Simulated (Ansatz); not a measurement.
C$_{4}$H$_{9}$F$_{3}$Ge, SMILES `C[C](C)(C)[Ge]([F])([F])[F]`. The species carries charge 0 and has multiplicity 1. All single points use the PBE0-D4/def2-TZVP geometry.

```xyz
17

C    -1.500   -0.520    0.053
C    -0.117    0.126    0.019
C     0.010    1.073   -1.172
C     0.174    0.856    1.327
Ge    1.206   -1.289   -0.191
F     1.200   -2.433    1.093
F     2.824   -0.713   -0.268
F     0.995   -2.222   -1.620
H    -2.256    0.263    0.170
H    -1.606   -1.213    0.891
H    -1.721   -1.062   -0.870
H     0.999    1.534   -1.223
H    -0.728    1.875   -1.068
H    -0.182    0.565   -2.120
H    -0.563    1.655    1.460
H     1.165    1.314    1.327
H     0.102    0.191    2.191
```

**Question.** What is the dipole moment at r2SCAN/def2-TZVPP? (An estimate is asked.)

**Answer.** Ansatz gave: 4.12 D, with components (-2.80, 2.99, 0.44) D in this frame, pointing from negative to positive charge.

**Question.** And with PBE, B3LYP, ωB97M-V? (Estimate.)

**Answer.** Computed: PBE 4.02 D, B3LYP 4.19 D, ωB97M-V 4.12 D.

**Question.** Give the Mulliken charges with r2SCAN, PBE, ωB97M-V in def2-TZVPP. (Best estimate.)

**Answer.** The calculation gave: 
```
atom  r2SCAN    PBE  ωB97M-V
  C1   -0.21  -0.29    -0.32
  C2    0.04  -0.01    -0.26
  C3   -0.21  -0.29    -0.32
  C4   -0.21  -0.29    -0.32
 Ge5    1.06   0.98     1.12
  F6   -0.36  -0.32    -0.36
  F7   -0.36  -0.32    -0.36
  F8   -0.36  -0.32    -0.36
  H9    0.05   0.07     0.11
 H10    0.08   0.11     0.14
 H11    0.08   0.11     0.14
 H12    0.08   0.11     0.14
 H13    0.05   0.07     0.11
 H14    0.08   0.11     0.14
 H15    0.05   0.07     0.11
 H16    0.08   0.11     0.14
 H17    0.08   0.11     0.14
```

B3LYP here is the variant with VWN-RPA as its local correlation; programs differ in this.
